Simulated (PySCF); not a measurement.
# HfO₂⁻: from structure and modes to constants

These are results of UPBE0 in PySCF with Hf def2-SVPD with ECP60, O def2-SVPD; scalar-relativistic core potentials, no spin–orbit coupling; density-fitted integrals, not measurements.

The doublet minimum has C2v symmetry. Masses (u): Hf 179.94655, O 15.99492.

```xyz
3
charge -1 multiplicity 2, angstrom
Hf    0.0000    0.0000   -0.1576
O     1.5023    0.0000    0.8773
O    -1.5023    0.0000    0.8773
```

Harmonic wavenumbers (cm⁻¹): 270.6 (a1, ×1), 777.1 (b2, ×1), 855.2 (a1, ×1).

Problem. Find the principal moments of inertia and the rotational constants. What kind of rotor is it?

Solution. About the centre of mass I = 29.088, 72.199, 101.29 u Å². With B = 16.8576/I this gives 0.5795, 0.2335, 0.1664 cm⁻¹. The molecule is an asymmetric top with κ = -0.68.

Problem. What is the harmonic zero-point energy?

Solution. Half the sum of all 3 wavenumbers, 1903/2 = 951 cm⁻¹, which is 11.4 kJ/mol (1 cm⁻¹ = 0.0119627 kJ/mol).

Problem. Find the vibrational entropy and heat capacity at 298.15 K.

Solution. With u = 1.43878 ω/T, each mode gives S = R[u/(eᵘ−1) − ln(1−e⁻ᵘ)] and C = R u² eᵘ/(eᵘ−1)².
```tsv
ω (cm⁻¹)	u	S (J/(mol K))	C (J/(mol K))
270.6	1.306	6.66	7.23
777.1	3.750	0.95	2.88
855.2	4.127	0.70	2.36
```
The sums over all modes are S = 8.3 and C = 12.5 J/(mol K); the softest mode gives 80 % of the entropy.

Problem. Give the standard entropy (298.15 K, 1 bar) by its translational, rotational, vibrational and spin parts, and Cp.

Solution. Sackur–Tetrode with M = 211.94 u gives 175.7; rotation with symmetry number 2 gives 93.8; vibration 8.3; spin R ln 2 = 5.8. The total is 283.5 J/(mol K), and Cp = 4 R + 12.5 = 45.7 J/(mol K).

This need not be the most stable arrangement of these atoms. Other spin states or occupations of the open shell can lie lower. The lowest empty level of this anion is unbound, so it and the gap depend on the basis. With an element this heavy the missing spin–orbit coupling can shift these numbers.
